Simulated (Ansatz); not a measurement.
Ansatz (a program for electronic structure) input (B3LYP-D3(BJ)/def2-TZVP):

Ansatz 0.2 input:
```yaml
crystal:
  periodic: [false, false, false]
  atoms:
    - {symbol: Cu, position_ang: [0.00725021, 0.00385183, -0.00856483]}
    - {symbol: F, position_ang: [-0.19001627, 1.25971858, -1.13946318]}
    - {symbol: F, position_ang: [0.20025707, -1.25192688, 1.12308818]}
basis:
  gaussian:
    orbitals: def2-TZVP
hamiltonian:
  xc: b3lyp
  dispersion: d3bj
magnetization: {spin_polarized: true, initial_magnetization: 1}
relax: {f_tol: 0.002, max_steps: 150}
```

Output:

```
Functional definition: B3LYP
integrals: 0.03 GiB planned
854 factors; their error is unknown
mean field: 0.47 GiB planned
mean field evaluation 1: about -50074.1567 eV, gradient 3.9e1 eV
mean field evaluation 2: about -50043.3561 eV, gradient 1.1e2 eV
mean field evaluation 4: about -50078.4095 eV, gradient 4.9e0 eV
mean field evaluation 8: about -50078.5403 eV, gradient 7.7e-2 eV
mean field evaluation 16: about -50078.5403 eV, gradient 8.0e-4 eV
mean field evaluation 32: about -50078.5404 eV, gradient 2.7e-7 eV
mean field -50078.54035032 eV, -1840.3524134205 hartree, gradient 2.7e-7 eV, S^2 0.752276; 4 other end points of the search recorded, 0 dependent functions left out
the calculation of the forces begins
reference -50078.54057418 eV, -1840.3524216472 hartree; 24, 23 occupied and 83, 84 virtual orbitals, 854 factors
relax step   1: F+E_penalty+E_count = -50078.58293205 eV  Δ(F+E_penalty+E_count) = +0.000e0 eV  max|allowed force component| = 6.586e-1 eV/Å  Δτ_max = 0.0000 Å  (169 SCF iters, accepted)
these checks for a lower state are left out or cut short: starts, cluster_reference, orbital_swaps, neighbouring_geometries, increment
integrals: 0.03 GiB planned
854 factors; their error is unknown
mean field: 0.46 GiB planned
mean field -50078.56007403 eV, -1840.3531382536 hartree, gradient 2.7e-6 eV, S^2 0.752248; 0 other end points of the search recorded, 0 dependent functions left out
the calculation of the forces begins
reference -50078.56029807 eV, -1840.3531464869 hartree; 24, 23 occupied and 83, 84 virtual orbitals, 854 factors
relax step   2: F+E_penalty+E_count = -50078.60254056 eV  Δ(F+E_penalty+E_count) = -1.961e-2 eV  max|allowed force component| = 3.472e-1 eV/Å  Δτ_max = 0.0145 Å  (56 SCF iters, accepted)
these checks for a lower state are left out or cut short: starts, cluster_reference, orbital_swaps, neighbouring_geometries, increment
integrals: 0.03 GiB planned
854 factors; their error is unknown
mean field: 0.46 GiB planned
mean field evaluation 64: about -50078.5267 eV, gradient 8.5e-1 eV
mean field -50078.56833042 eV, -1840.3534416700 hartree, gradient 3.0e-6 eV, S^2 0.752213; 0 other end points of the search recorded, 0 dependent functions left out
the calculation of the forces begins
reference -50078.56855458 eV, -1840.3534499079 hartree; 24, 23 occupied and 83, 84 virtual orbitals, 854 factors
relax step   3: F+E_penalty+E_count = -50078.61066783 eV  Δ(F+E_penalty+E_count) = -8.127e-3 eV  max|allowed force component| = 2.065e-2 eV/Å  Δτ_max = 0.0166 Å  (56 SCF iters, accepted)
these checks for a lower state are left out or cut short: starts, cluster_reference, orbital_swaps, neighbouring_geometries, increment
integrals: 0.03 GiB planned
854 factors; their error is unknown
mean field: 0.47 GiB planned
mean field -50078.56836988 eV, -1840.3534431203 hartree, gradient 4.5e-6 eV, S^2 0.752210; 0 other end points of the search recorded, 0 dependent functions left out
the calculation of the forces begins
reference -50078.56859405 eV, -1840.3534513584 hartree; 24, 23 occupied and 83, 84 virtual orbitals, 854 factors
relax step   4: F+E_penalty+E_count = -50078.61069888 eV  Δ(F+E_penalty+E_count) = -3.105e-5 eV  max|allowed force component| = 1.289e-4 eV/Å  Δτ_max = 0.0011 Å  (47 SCF iters, accepted)
integrals: 0.03 GiB planned
854 factors; their error is unknown
mean field: 0.47 GiB planned
mean field evaluation 96: about -50078.5292 eV, gradient 4.0e-2 eV
mean field evaluation 128: about -50078.5271 eV, gradient 1.7e-1 eV
mean field -50078.56836988 eV, -1840.3534431203 hartree, gradient 4.5e-6 eV, S^2 0.752210; 7 other end points of the search recorded, 0 dependent functions left out
the calculation of the forces begins
reference -50078.56859405 eV, -1840.3534513584 hartree; 24, 23 occupied and 83, 84 virtual orbitals, 854 factors
Total energy: -50078.61092305 eV, -1840.3550069204 hartree
Atom 0 at     0.005843     0.003881    -0.008316 Å, force    -0.000055     0.000001     0.000009 eV/Å
Atom 1 at    -0.192994     1.283398    -1.160932 Å, force     0.000008     0.000128    -0.000120 eV/Å
Atom 2 at     0.204642    -1.275635     1.144307 Å, force     0.000047    -0.000129     0.000111 eV/Å
Dipole moment:     0.000019    -0.000000    -0.000004 e Å
```

The spin state was set by rule; other spins were not relaxed.
